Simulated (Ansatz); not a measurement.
The cluster Si5W4. The state is a singlet with charge 0. Geometry PBE-D4/def2-SVP; atoms count from 1.

```
atom   x (Å)   y (Å)   z (Å)
  W1  -1.238  -1.321  -1.404
  W2   0.425   0.326  -1.994
  W3  -1.810   0.825  -0.451
  W4  -1.123  -1.406   1.008
 Si5   0.267   2.110  -0.241
 Si6   1.013  -1.565  -0.385
 Si7  -0.745   0.952   1.760
 Si8   1.085  -0.555   1.870
 Si9   2.126   0.633  -0.164
```

In the def2 sets W takes a core potential; there is no spin–orbit coupling. The restricted singlet is unstable towards broken spin symmetry in Hartree–Fock (as tested in another run); at PBE0-D4/def2-TZVP this wasn't settled. The structure comes from a short search, and lower isomers may exist.

Question: Estimate the Mulliken populations from the PBE0/def2-TZVP orbitals of Ansatz.

Answer: 
```
atom  charge (e)  d electrons
  W1        0.10         4.66
  W2        0.23         4.69
  W3        0.21         4.70
  W4        0.23         4.69
 Si5       -0.19            –
 Si6       -0.11            –
 Si7       -0.19            –
 Si8       -0.14            –
 Si9       -0.14            –
```
Mulliken values depend strongly on the basis.

Question: And the Mayer bond orders between heavy atoms (over 0.3)?

Answer: W1–W2 1.73 (2.41 Å); W1–W3 1.64 (2.42 Å); W1–W4 1.72 (2.42 Å); W1–Si6 0.88 (2.48 Å); W2–W3 1.03 (2.76 Å); W2–Si5 0.96 (2.51 Å); W2–Si6 0.82 (2.55 Å); W2–Si9 1.09 (2.52 Å); W3–W4 1.04 (2.75 Å); W3–Si5 1.07 (2.45 Å); W3–Si7 1.06 (2.46 Å); W4–Si6 0.82 (2.55 Å); W4–Si7 0.96 (2.50 Å); W4–Si8 1.09 (2.52 Å); Si5–Si7 0.54 (2.52 Å); Si5–Si9 0.78 (2.38 Å); Si6–Si8 0.57 (2.47 Å); Si6–Si9 0.56 (2.47 Å); Si7–Si8 0.78 (2.37 Å); Si8–Si9 0.64 (2.58 Å).
